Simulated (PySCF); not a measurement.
**First-order multiplets**

Numbering as in the mapped SMILES `[NH2:1][C:2](=[O:3])[C:4]([F:5])([F:6])[F:7]` (H(Xn): hydrogen on atom n). Ha(N1) is cis to the C=O or C=S heteroatom; Hb(N1) is trans to the C=O or C=S heteroatom.

All values are calculated (PySCF 2.14.0 with density-fitted response routines): B3LYP/pcJ-1 coupling constants, structure optimised with PBE0-D3(BJ)/def2-SVP, PBE0/pcSseg-1 with gauge-including orbitals. No solvent model, no relativistic terms, one computed conformer, equivalent nuclei averaged.

Chemical shifts δ = σref − σ; CFCl3 for 19F; TMS for 13C, all at this level.

Spectrometer: 400 MHz for 1H. First-order analysis; couplings under 1 Hz (under 4 Hz in carbon signals) are ignored, and nearly equal couplings are merged; the smaller ones broaden or split the lines further.

(1) What pattern does F5/F6/F7 show (19F)?

(2) What pattern does C2 show in the proton-coupled 13C spectrum?

(3) What pattern does C4 show in the proton-coupled 13C spectrum?

Answers

(1) A doublet at δ -90.7: 2.8 Hz to Ha(N1) (1 × 1H, 4 bonds away). Lines in Hz from the centre (relative intensity): +1.4 (1), -1.4 (1). The outer lines are 2.8 Hz apart, the sum of the couplings kept, or 0.007 ppm at this field.

(2) A quartet of doublets at δ 160.1: 40.4 Hz to F5/F6/F7 (3 × 19F, 2 bonds away), 4.9 Hz to Hb(N1) (1 × 1H, 2 bonds away). Lines in Hz from the centre (relative intensity): +63.0 (1), +58.1 (1), +22.6 (3), +17.8 (3), -17.8 (3), -22.6 (3), -58.1 (1), -63.0 (1). The outer lines are 126.1 Hz apart, the sum of the couplings kept, or 1.254 ppm at this field.

(3) A quartet of doublets at δ 120.2: 359.7 Hz to F5/F6/F7 (3 × 19F, 1 bond away), 10.6 Hz to Ha(N1) (1 × 1H, 3 bonds away). Lines in Hz from the centre (relative intensity): +544.9 (1), +534.2 (1), +185.2 (3), +174.6 (3), -174.6 (3), -185.2 (3), -534.2 (1), -544.9 (1). The outer lines are 1089.7 Hz apart, the sum of the couplings kept, or 10.834 ppm at this field.

OH and NH positions are those of a molecule without intermolecular hydrogen bonds; in solution they move with solvent, concentration and temperature, and exchange usually removes their couplings. The two substituents on the amide-type nitrogen aren't averaged: C–N rotation is slow on the NMR time scale.
